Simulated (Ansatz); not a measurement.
Calculated with Ansatz (gas phase, PBE0-D4/def2-TZVP geometries, no zero-point term in ΔE). CCSD(T)/CBS is the MP2 limit (def2-TZVPP, def2-QZVPP) plus CCSD(T) − MP2 in def2-TZVPP, frozen cores. This one scheme is used for every species. Open shells (•) are unrestricted, without spin–orbit coupling. Each species was taken in one conformer, which may not be the lowest.

Reaction (homolysis of the B–B bond): `CCBBO` → `[BH]CC`• + `[BH]O`•

| species | MP2/def2-QZVPP energy (Eh) |
| --- | --- |
| `CCBBO` | -205.57786 |
| `[BH]CC`• | -104.33700 |
| `[BH]O`• | -101.08381 |

Problem. Work out ΔE.

Solution. ΔE = (-104.33700) + (-101.08381) − (-205.57786) = 0.15705 Eh = +4.27 eV. CCSD(T)/CBS gives +4.31 eV.

Largest T1 diagnostic among the species: 0.016.

The D4 term adds +0.10 eV with B3LYP and +0.06 eV with PBE0; it sums over pairs of atoms, weighted by their polarisabilities, and B3LYP, whose exchange is more repulsive, gets the larger term. In def2-TZVPP, CCSD(T) changes the Hartree–Fock value by +1.08 eV (the triples alone add +0.07 eV) and MP2 by +1.08 eV; breaking electron pairs costs correlation energy, which Hartree–Fock lacks.

B3LYP here is the variant with VWN-RPA as its local correlation; programs differ in this.
